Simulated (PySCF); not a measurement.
**Correlation energy of Kr (krypton, neutral)**

[Kr], closed-shell 1S. Computed with PySCF 2.14 in x2c-TZVPall (6s5p4d1f, 48 functions), with the spin-free X2C one-electron Hamiltonian (Gaussian nucleus). Frozen: [Ar] 3d10; 8 electrons correlated.

MP2 pair energies summed by pair of shells (mhartree):

| pair | energy | share (%) |
| --- | --- | --- |
| 4p-4p | -124.91 | 72.5 |
| 4s-4p | -40.03 | 23.2 |
| 4s-4s | -7.45 | 4.3 |

Total MP2 correlation energy: -172.39 mhartree.

Same-spin part -42.92 and opposite-spin part -129.47 mhartree; SCS-MP2 scales them by 1/3 and 6/5 to -169.67 mhartree.

```tsv
level	correlation energy (mhartree)
CCSD	-187.71
(T)	-5.51
CCSD(T)	-193.22
```

Diagnostics: T1 = 0.0020, D1 = 0.0054, largest double amplitude 0.041.

Cost of the coupled-cluster step: 0.13 s of wall time on 1 thread of Intel(R) Xeon(R) 6975P-C (shared host), for 8 correlated electrons.

Iterations:

```
CC2 = 0
CCSD nocc = 4, nmo = 34
frozen orbitals [0, 1, 2, 3, 4, 5, 6, 7, 8, 9, 10, 11, 12, 13]
max_cycle = 100
direct = 0
conv_tol = 1e-08
conv_tol_normt = 1e-06
diis_space = 8
diis_start_cycle = 0
Init t2, MP2 energy = -2788.35165524832  E_corr(MP2) -0.172389442540492
Init E_corr(CCSD) = -0.172389442596924
cycle = 1  E_corr(CCSD) = -0.184732786230921  dE = -0.0123433436  norm(t1,t2) = 0.0204123
cycle = 2  E_corr(CCSD) = -0.187089811906392  dE = -0.00235702568  norm(t1,t2) = 0.00516645
cycle = 3  E_corr(CCSD) = -0.187732867434328  dE = -0.000643055528  norm(t1,t2) = 0.00150168
cycle = 4  E_corr(CCSD) = -0.187717947192645  dE = 1.49202417e-05  norm(t1,t2) = 0.000143894
cycle = 5  E_corr(CCSD) = -0.18771327367562  dE = 4.67351703e-06  norm(t1,t2) = 1.70482e-05
cycle = 6  E_corr(CCSD) = -0.187713668231949  dE = -3.94556329e-07  norm(t1,t2) = 3.0131e-06
cycle = 7  E_corr(CCSD) = -0.187713706054363  dE = -3.78224144e-08  norm(t1,t2) = 5.52455e-07
cycle = 8  E_corr(CCSD) = -0.187713688440428  dE = 1.76139351e-08  norm(t1,t2) = 9.09341e-08
cycle = 9  E_corr(CCSD) = -0.187713688571623  dE = -1.31194638e-10  norm(t1,t2) = 1.37215e-08
CCSD converged
E(CCSD) = -2788.366979494349  E_corr = -0.1877136885716226
CCSD(T) correction = -0.00551162653020276
```
